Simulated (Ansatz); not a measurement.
```yaml
crystal:
  periodic: [false, false, false]
  atoms:
    - {symbol: O, position_ang: [-1.657485, 0.630387, 0.831828]}
    - {symbol: C, position_ang: [-0.747300, -0.288864, 0.253991]}
    - {symbol: Al, position_ang: [0.917856, 0.627990, -0.246672]}
    - {symbol: S, position_ang: [2.550463, -0.481645, -1.166419]}
    - {symbol: Br, position_ang: [1.274339, 2.821615, 0.074496]}
    - {symbol: H, position_ang: [-2.463205, 0.163808, 1.068520]}
    - {symbol: H, position_ang: [-0.494250, -1.109666, 0.944182]}
    - {symbol: H, position_ang: [-1.160538, -0.768832, -0.647635]}
    - {symbol: H, position_ang: [1.868521, -1.640994, -1.129292]}
basis:
  gaussian: {orbitals: cc-pVTZ}
hamiltonian: {xc: {name: wB97X-V}}
```

```sh
$ ansatz run in.yaml --threads 4 --pin off --events-out ev --progress --plain --max-ram 10444MiB
```

Shortened log:

```
Functional definition: wB97X-V
  name "wB97X-V"
  cite "Mardirossian & Head-Gordon, Phys. Chem. Chem. Phys. 16, 9904 (2014) doi:10.1039/C3CP54374A"
  cite "Becke, J. Chem. Phys. 107, 8554 (1997) doi:10.1063/1.475007"
  cite "Vydrov & Van Voorhis, J. Chem. Phys. 133, 244103 (2010) doi:10.1063/1.3521275"
  parameter omega = 0.3/bohr
  parameter cx = 0.167
  parameter cx1 = 0.603
  parameter cx2 = 1.194
  parameter css0 = 0.556
  parameter css1 = -0.257
  parameter cos0 = 1.219
  parameter cos1 = -1.850
  parameter b = 6.0
  parameter c = 0.01
  exchange = spin_sum(e_x_unif_sr(omega)*poly(b97_u_x, 1 - cx, cx1, cx2)) + cx*exact_x_sr(omega) + exact_x_lr(omega)
  correlation = spin_sum(e_c_pw_same_spin*poly(b97_u_same, css0, css1))
      + integral(e_c_pw_opposite_spin*poly(b97_u_opposite, cos0, cos1)) + vv10(b, c)
1538 factors; their error is unknown
309 factors; integrals over basis functions are off by at most 2.1e-5 eV
mean field evaluation 1: about -90620.0315 eV, gradient 4.2e1 eV
mean field evaluation 2: about -90621.0925 eV, gradient 3.9e1 eV
mean field evaluation 4: about -90623.6009 eV, gradient 1.7e0 eV
mean field evaluation 8: about -90623.6124 eV, gradient 1.0e-1 eV
mean field evaluation 16: about -90623.7649 eV, gradient 1.9e-4 eV
mean field -90623.76492119 eV, -3330.3619338596 hartree, gradient 5.7e-5 eV, S^2 0.000000; 0 other end points of the search recorded, 0 dependent functions left out
reference -90623.76491911 eV, -3330.3619337832 hartree; 41, 41 occupied and 186, 186 virtual orbitals, 1538 factors
Total energy: -90623.76491911 eV, -3330.3619337832 hartree
```

Run time 5.5 s (4 threads of a server CPU on a shared host); peak host memory 0.78 GiB.
